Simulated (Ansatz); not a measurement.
Harmonic frequencies (cm⁻¹) at PBE0-D4/def2-TZVP from Ansatz: 29, 65, 121, 130, 229, 230, 261, 309, 316, 351, 492, 591, 596, 634, 694, 756, 946, 973, 1046, 1205, 1257, 1408, 1455, 1492, 1498, 1550, 1559, 3033, 3060, 3095, 3097, 3120, 3574, 3578, 3676, 3680.

Each molecule was computed in one conformer, which needn't be the lowest.

Problem. Which molecule is it?
A. `[SiH3][N]([SiH3])[In]([Cl])[Cl]`
B. `C[CH2][In]([NH2])[NH2]`
C. `[SiH3][N]([SiH3])[InH2]`
D. `C[CH2][InH][F]`

Solution. B.
